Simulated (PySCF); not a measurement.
Structure problem from calculated spectra and properties.

Formula: C4H12PSi; charge +1.

| Property | Result |
| --- | --- |
| 1H NMR | chemical shifts (computed TMS as zero) by class: 4.96 (3 H), 4.92 (2 H), 2.91 (1 H), 2.47 (1 H), 2.35 (1 H), 2.26 (2 H), 2.24 (2 H) ppm [GIAO PBE0/pcSseg-1] |
| Triplet | lowest triplet excitation (Tamm–Dancoff): 5.88 eV [TDA PBE0/def2-SVPD] |
| UV, strongest line | among the 10 lowest singlet transitions: S3 at 6.33 eV (196 nm, f = 0.046) [TDDFT PBE0/def2-SVPD] |
| Valence photoelectron | vertical ionisation energy: 14.06 eV [ΔSCF PBE0/def2-SVPD] |
| XPS | Si2p3/2 111.7, P2p3/2 143.3, C1s 293.9, C1s 294.4 (×2), C1s 294.4, Si1s 1851.5, P1s 2156.9 eV [ΔSCF SCAN, pcX-2 on the ionised atom, pcseg-1 elsewhere, spin-free X2C, 2p3/2 from a spin–orbit splitting computed afterwards within the 2p shell] |
| 13C NMR | chemical shifts (computed TMS as zero) by class: 27.5 (2 C), 27.4 (1 C), 15.9 (1 C) ppm [GIAO PBE0/pcSseg-1] |
| Polarisability | 94.0 au [PBE0/def2-SVPD] |
| NMR, other nuclei | isotropic shieldings of nuclei other than C and H, by class: 392 (1 Si), 488 (1 P) ppm [GIAO PBE0/pcSseg-1] |
| Rotational structure | rotational constants A, B, C: 4.720, 1.135, 0.976 GHz [PBE0-D3(BJ)/def2-SVP] |

Gas-phase values; electronic properties from PySCF, density fitting. Levels stand in brackets. The structure is a single PBE0-D3(BJ)/def2-SVP conformer in the gas phase; no vibrational or solvent corrections. NMR values are class means; diastereotopic atoms form classes of their own.

Task: Give a SMILES that accounts for the data.

Result: Numbering: `[PH3+:1][SiH2:2][CH:3]1[CH2:4][CH2:5][CH2:6]1`. 4 carbons fall into 3 classes; from least to most shielded: four-membered-ring carbon [C4/C6] (27.5 ppm, 2 C), four-membered-ring carbon [C5] (27.4 ppm), ring sp3 carbon bound to silicon [C3] (15.9 ppm). Hydrogen classes from least to most shielded: 3 H on a phosphorus bonded to Si and 3 H, P1 (4.96 ppm), 2 H on an SiH2 silicon, Si2 (4.92 ppm), 1 H on a four-membered-ring carbon, C5 (2.91 ppm), 1 H on a four-membered-ring carbon, C5 (2.47 ppm), 1 H on an sp3 carbon bound to silicon, C3 (2.35 ppm), 2 H on 2 four-membered-ring carbons, C4/C6 (2.26 ppm), 2 H on 2 four-membered-ring carbons, C4/C6 (2.24 ppm). The other shieldings belong to: 392 ppm, SiH2 silicon [Si2]; 488 ppm, phosphorus bonded to Si and 3 H [P1]. The core levels belong to: Si2p3/2 111.7 eV, SiH2 silicon [Si2]; P2p3/2 143.3 eV, phosphorus bonded to Si and 3 H [P1]; C1s 293.9 eV, four-membered-ring carbon [C5]; C1s 294.4 eV, four-membered-ring carbon [C4/C6]; C1s 294.4 eV, sp3 carbon bound to silicon [C3]; Si1s 1851.5 eV, SiH2 silicon [Si2]; P1s 2156.9 eV, phosphorus bonded to Si and 3 H [P1]. One atom of each topological class was ionised and stands for its class. The first electron is taken from the HOMO, whose largest Löwdin shares are 0.21 on the sp3 carbon bound to silicon, 0.19 on a four-membered-ring carbon, 0.13 on a four-membered-ring carbon and 0.13 on the SiH2 silicon. The optimised geometry has point group C1 and is an asymmetric top. Structure: `[PH3+][SiH2]C1CCC1`. The assignments are read from this structure; whether some other isomer fits the data as well wasn't checked.

The values belong to the conformer `[PH3+:1][SiH2:2][CH:3]1[CH2:4][CH2:5][CH2:6]1`: P1–Si2–C3–C4 59°.
